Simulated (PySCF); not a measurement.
CF3, SMILES F[C](F)F, multiplicity 2.

The structure is a stationary point at r2SCAN-D4/def2-TZVP. The isomer is the one that the SMILES or the coordinates give; other isomers of the formula were not compared.

Two levels are set side by side: PBE/def2-TZVPD (PySCF) and ωB97X/def2-TZVPD (PySCF). Same geometry, gas phase. Differences are taken from unrounded values.

```tsv
quantity	ωB97X	PBE	PBE minus ωB97X
α-spin orbital gap (eV)	12.60	6.24	-6.36
β-spin orbital gap (eV)	14.54	6.53	-8.01
dipole moment (D)	0.31	0.18	-0.12
mean polarisability (bohr³)	18.0	19.5	1.5
```

Loosely held outer electrons make PBE densities more polarisable. Differences between two approximate levels are no errors against the true value.

Rough cost on one machine, each run with all the roots and properties that it gave: ωB97X against PBE within a factor of 2.
